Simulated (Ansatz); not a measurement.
System: H$_{2}$Te (charge +1, doublet). SMILES of the parent species: [TeH2]

Atoms: Te1, H2, H3. Bonds: Te1-H2, Te1-H3.

Bond lengths (Å) and angles (degrees) optimised at HF/STO-3G with Ansatz (an electronic-structure program); HF/6-31G* with LANL2DZ past Ar with Ansatz; PBE/6-31G* with LANL2DZ past Ar with Ansatz; B3LYP/LANL2DZ with Ansatz; B3LYP/6-31G* with LANL2DZ past Ar with Ansatz; MP2/6-31G* with LANL2DZ past Ar with Ansatz, each started from the B3LYP-D3(BJ)/def2-TZVP structure (Ansatz) of the last column. A row stands for all coordinates that are equal there. 6-31G* holds six Cartesian d functions. No wavenumbers were computed at HF/STO-3G, PBE/6-31G* with LANL2DZ past Ar, B3LYP/LANL2DZ, MP2/6-31G* with LANL2DZ past Ar, so these may be saddle points.

```json
[
 {"coordinate": "Te1-H2", "HF/STO-3G": "1.659", "HF/6-31G* with LANL2DZ past Ar": "1.649", "PBE/6-31G* with LANL2DZ past Ar": "1.693", "B3LYP/LANL2DZ": "1.676", "B3LYP/6-31G* with LANL2DZ past Ar": "1.675", "MP2/6-31G* with LANL2DZ past Ar": "1.665", "B3LYP-D3(BJ)/def2-TZVP": "1.671"},
 {"coordinate": "H2-Te1-H3", "HF/STO-3G": "94.0", "HF/6-31G* with LANL2DZ past Ar": "92.7", "PBE/6-31G* with LANL2DZ past Ar": "90.0", "B3LYP/LANL2DZ": "90.6", "B3LYP/6-31G* with LANL2DZ past Ar": "90.6", "MP2/6-31G* with LANL2DZ past Ar": "91.7", "B3LYP-D3(BJ)/def2-TZVP": "90.5"}
]
```

Mean signed difference of all 2 bond lengths from B3LYP-D3(BJ)/def2-TZVP: HF/STO-3G -0.012 Å, HF/6-31G* with LANL2DZ past Ar -0.022 Å, PBE/6-31G* with LANL2DZ past Ar 0.022 Å, B3LYP/LANL2DZ 0.005 Å, B3LYP/6-31G* with LANL2DZ past Ar 0.004 Å, MP2/6-31G* with LANL2DZ past Ar -0.006 Å.
